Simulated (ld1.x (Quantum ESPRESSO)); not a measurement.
gallium: one change to a PAW potential, before and after

ld1.x (Quantum ESPRESSO) 7.5 input, shortened:

```
&input
   title='Ga', zed=31., rel=1, dft='PZ', iswitch=3,
   config='[Ar] 3d10 4s2 4p1'
 /
 &inputp
   pseudotype=3, lpaw=.true., tm=.true., lloc=-2, rcloc=1.35,
   nlcc=.true., new_core_ps=.true., rcore=0.55,
   which_augfun='BESSEL', rmatch_augfun=0.60
 /
6
4S  1  0   2.00   0.00  1.60  1.95  0.0
4S  1  0   0.00  -0.15  1.60  1.95  0.0
4P  2  1   1.00   0.00  2.25  2.90  0.0
4P  2  1   0.00   3.35  2.25  2.90  0.0
3D  3  2  10.00   0.00  0.80  1.00  0.0
3D  3  2   0.00   1.75  0.80  1.00  0.0
 &test
   configts(1)='3d10 4s2 4p1'
 /
```

Change: all radii but the core radius scaled by about 1.17 (s 2.28, p 3.40, d 1.18 bohr, rcut 1.88/2.64/0.94); local potential all-electron potential smoothed inside 1.58 bohr (lloc = -2); augmentation BESSEL, radius 0.70 bohr.

Cutoffs: the cutoffs (Ry, on a coarse ladder) from which the occupation-weighted sum of valence levels, in a spherical-Bessel basis at the reference potential, stays within 10 and 1 mRy of its value at 400 Ry; they do not see the model core or the augmentation charge, which bear on the density cutoff. Errors are all-electron minus pseudo energies relative to the spin-unpolarised reference configuration.

Q: What does the change do?

A: The potential gets softer (160 Ry and 260 Ry → 110 Ry and 180 Ry); of the 9 tests that both files solve, the error grows in 1 and shrinks in 7 by more than 15 % and 0.3 meV (median size 18.3 → 11.1 meV); neither file shows a bound ghost. A larger radius leaves more room for a smooth pseudo-wave, so fewer plane waves are needed.

```tsv
quantity	base	changed
cutoff, loose	160 Ry	110 Ry
cutoff, tight	260 Ry	180 Ry
loose cutoff by channel (10 mRy a level)	s 6 Ry, p 6 Ry, d 100 Ry	s 6 Ry, p 6 Ry, d 70 Ry
bound ghosts	none	none
error for 3d10 4s2 4p0, meV [ΔE 5.89 eV]	+4.2	-0.6
error for 3d10 4s1 4p0, meV [ΔE 27.39 eV]	+18	+11
error for 3d10 4s0 4p0, meV [ΔE 58.99 eV]	+46	+33
error for 3d9 4s2 4p2, meV [ΔE 20.40 eV]	-68	-8.9
error for 3d9 4s0 4p0, meV [ΔE 123.21 eV]	-366	-381
error for 3d10 4s2 4p0.5, meV [ΔE 2.12 eV]	+0.6	0.0
error for 3d10 4s1 4p1, meV [ΔE 13.34 eV]	+1.4	+15
error for 3d10 4s2 4p1 (spin-polarised), meV [ΔE -0.13 eV]	+0.4	0.0
error for 3d10 4s1 4p0 (spin-polarised), meV [ΔE 27.08 eV]	+21	+16
lowest overlap eigenvalue by channel	s 0.39, p 0.89, d 1.00	s 0.39, p 0.86, d 0.41
```
